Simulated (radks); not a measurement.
The numbers below are computed, except where a source is named.
Spherical quantum dot in the effective-mass picture: electrons in a parabolic well V = omega^2 r^2 / 2 with omega = 0.0682, with a point charge +1 (a donor) at the centre, all in effective atomic units (hartree* = m*/eps^2 hartree, bohr* = eps/m* bohr), one dielectric constant everywhere. Level of theory: non-relativistic Kohn-Sham, exchange-only LDA, spin-polarised, spherical densities (a radial shooting solver with Libxc functionals). Levels are named by radial order and angular momentum (1s, 1p, 1d, 2s, ...), and open shells are averaged over m. Results are scaled to m* = 0.127 and eps = 10.2, for which hartree* = 33.22 meV and bohr* = 4.25 nm.

N = 35, configuration 1s2 1p(up 3, down 0) 1d(up 5, down 0) 2s(up 1, down 0) 1f(up 7, down 0) 2p(up 3, down 0) 1g(up 9, down 0) 2d(up 2, down 0) 3s(up 1, down 0) 1h(up 2, down 0). This is the lowest configuration that the search found (a dilute case). Occupied levels:

level,occupation,eigenvalue (meV),<r> (nm)
1s up,1,83.473,49.25
1p up,3,83.772,58.67
1d up,5,84.167,62.31
2s up,1,84.185,29.36
1s down,1,84.422,10.13
1f up,7,84.672,65.39
1g up,9,85.271,67.96
2p up,3,85.293,52.97
3s up,1,85.350,45.82
1h up,2,85.956,70.17
2d up,2,85.962,56.31

Energy (meV): total 1717.29, kinetic 69.812, external 469.96, Hartree 1289.5, exchange-correlation -111.95.

Electron density:

r (nm),n(r) (e/nm^3)
5.70,0.0003721
15.2,0.00002349
24.7,0.00001054
34.2,0.00001369
43.7,0.00001417
53.3,0.00001466
62.8,0.00001681
72.3,0.00001387
81.8,5.726e-06
91.3,9.871e-07
101,6.958e-08
110,2.056e-09
120,2.651e-11
